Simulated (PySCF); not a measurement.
Multinuclear NMR of C5H12N2O2Si

Numbering as in the mapped SMILES `[CH2:1]=[C:2]([O:3][SiH2:4][N:5]([CH3:6])[CH3:7])[C:8]([NH2:9])=[O:10]` (H(Xn): hydrogen on atom n). Ha(C1) is cis to O3; Ha(N9) is cis to the C=O or C=S heteroatom; Hb(C1) is trans to O3; Hb(N9) is trans to the C=O or C=S heteroatom.

Non-relativistic, averaged over atoms made equivalent by symmetry, fast rotation or ring inversion, single conformer, isolated molecule. Shieldings: GIAO PBE0/pcSseg-1; structure optimised with GFN2-xTB; PySCF 2.14.0 with density-fitted response routines.

Question: Predict the $^{29}$Si NMR data.

Answer: 
```tsv
atoms	environment	σ (ppm)	δ (ppm)
Si4	silicon bonded to N, O, 2 H	382.9	-34.8
```

Shieldings were converted by a linear fit to measured shifts: $^{29}$Si (scatter 8.9 ppm rms, 25.8 ppm with the 6 outliers that the fit left out vs TMS, solution or neat liquid). A few per cent of atoms miss by over 2 rms, more outside the fitted compound classes.

On a 600 MHz spectrometer $^{29}$Si resonates near 119.2 MHz, so 1 ppm is 119.2 Hz.

Question: What are the $^{15}$N shifts?

Answer: 
| atoms | environment | σ (ppm) | δ (ppm) |
| --- | --- | --- | --- |
| N9 | amide-type nitrogen | 158.5 | -294.1 |
| N5 | nitrogen bonded to 2 C, Si | 248.8 | -377.3 |

Shieldings were converted by a linear fit to measured shifts: $^{15}$N: δ = -148.07 − 0.921σ (rms 6.3 ppm, 71 shifts vs CH3NO2, solution or neat liquid). A few per cent of atoms miss by over 2 rms, more outside the fitted compound classes.

On a 400 MHz spectrometer $^{15}$N resonates near 40.5 MHz, so 1 ppm is 40.5 Hz.

Question: Where does $^{17}$O resonate?

Answer: 
```tsv
atoms	environment	σ (ppm)	δ (ppm)
O10	amide-type carbonyl oxygen	-47.9	310.3
O3	oxygen bonded to C, Si	228.1	58.9
```

Shieldings were converted by a linear fit to measured shifts: $^{17}$O (scatter 10.7 ppm rms, 12.2 ppm with the 3 outliers that the fit left out vs liquid water, solution or neat liquid). A few per cent of atoms miss by over 2 rms, more outside the fitted compound classes.

On a 600 MHz spectrometer $^{17}$O resonates near 81.3 MHz, so 1 ppm is 81.3 Hz.

Hydrogen bonding in solution shields acid and N–H amide carbonyl oxygens by tens of ppm.
